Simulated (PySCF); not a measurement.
# Energy of Zn (zinc, neutral) between two integer charges

The 4s beta orbital of [Ar] 3d10 4s2 is emptied in steps (occupation f), with all orbitals relaxed, ending at [Ar] 3d10 4s1. Calculation: PySCF 2.14, in x2c-TZVPall; the spin-free X2C one-electron Hamiltonian (Gaussian nucleus). The exact energy is a straight line in f; departures are measured from the line between the end points of the same method.

```json
{"f": "1", "UHF (eV)": "0.000", "LDA (eV)": "0.000", "PBE (eV)": "0.000", "PBE0 (eV)": "0.000", "r2SCAN (eV)": "0.000", "LC-wPBE (eV)": "0.000", "BHandHLYP (eV)": "0.000", "wB97X (eV)": "0.000", "TPSS (eV)": "0.000"}
{"f": "0.9", "UHF (eV)": "0.030", "LDA (eV)": "-0.335", "PBE (eV)": "-0.329", "PBE0 (eV)": "-0.233", "r2SCAN (eV)": "-0.287", "LC-wPBE (eV)": "-0.005", "BHandHLYP (eV)": "-0.159", "wB97X (eV)": "-0.057", "TPSS (eV)": "-0.311"}
{"f": "0.7", "UHF (eV)": "0.066", "LDA (eV)": "-0.787", "PBE (eV)": "-0.772", "PBE0 (eV)": "-0.547", "r2SCAN (eV)": "-0.669", "LC-wPBE (eV)": "-0.010", "BHandHLYP (eV)": "-0.374", "wB97X (eV)": "-0.137", "TPSS (eV)": "-0.730"}
{"f": "0.5", "UHF (eV)": "0.075", "LDA (eV)": "-0.942", "PBE (eV)": "-0.925", "PBE0 (eV)": "-0.654", "r2SCAN (eV)": "-0.794", "LC-wPBE (eV)": "-0.012", "BHandHLYP (eV)": "-0.451", "wB97X (eV)": "-0.164", "TPSS (eV)": "-0.876"}
{"f": "0.3", "UHF (eV)": "0.060", "LDA (eV)": "-0.794", "PBE (eV)": "-0.782", "PBE0 (eV)": "-0.551", "r2SCAN (eV)": "-0.666", "LC-wPBE (eV)": "-0.014", "BHandHLYP (eV)": "-0.384", "wB97X (eV)": "-0.132", "TPSS (eV)": "-0.744"}
{"f": "0.1", "UHF (eV)": "0.025", "LDA (eV)": "-0.341", "PBE (eV)": "-0.336", "PBE0 (eV)": "-0.236", "r2SCAN (eV)": "-0.286", "LC-wPBE (eV)": "-0.008", "BHandHLYP (eV)": "-0.168", "wB97X (eV)": "-0.040", "TPSS (eV)": "-0.324"}
{"f": "0", "UHF (eV)": "0.000", "LDA (eV)": "0.000", "PBE (eV)": "0.000", "PBE0 (eV)": "0.000", "r2SCAN (eV)": "0.000", "LC-wPBE (eV)": "0.000", "BHandHLYP (eV)": "0.000", "wB97X (eV)": "0.000", "TPSS (eV)": "0.000"}
```

```csv
method,E(f=0) − E(f=1) (eV),−ε at f=1 (eV),−ε at f=0.5 (eV)
UHF,7.791,8.130,7.773
LDA,9.934,6.219,9.914
PBE,9.621,5.983,9.591
PBE0,9.297,6.708,9.283
r2SCAN,9.425,6.229,9.445
LC-wPBE,9.165,9.110,9.156
BHandHLYP,9.163,7.409,9.132
wB97X,9.594,8.967,9.600
TPSS,9.405,5.958,9.365
```

Orbital energy along the path (eV):

```
  f     UHF      LDA      PBE     PBE0   r2SCAN  LC-wPBE  BHandHLYP    wB97X     TPSS
  1  -8.130   -6.219   -5.983   -6.708   -6.229   -9.110     -7.409   -8.967   -5.958
0.9  -8.048   -6.942   -6.689   -7.216   -6.876   -9.125     -7.745   -9.076   -6.632
0.7  -7.901   -8.413   -8.124   -8.242   -8.155   -9.148     -8.429   -9.320   -7.991
0.5  -7.773   -9.914   -9.591   -9.283   -9.445   -9.156     -9.132   -9.600   -9.365
0.3  -7.663  -11.434  -11.088  -10.340  -10.685   -9.163     -9.862   -9.913  -10.769
0.1  -7.567  -12.964  -12.610  -11.404  -11.970   -9.222    -10.638  -10.135  -12.260
  0  -7.524  -13.730  -13.348  -11.896  -12.590   -9.276    -11.046   -9.701  -13.026
```

As f goes to zero the orbital energy of a semilocal functional can turn back, because the density of that orbital vanishes from the exchange-correlation potential.

Reference removal energy between the ground levels: 9.394 eV (measured; NIST Atomic Spectra Database, ionization energies). UHF lacks correlation.
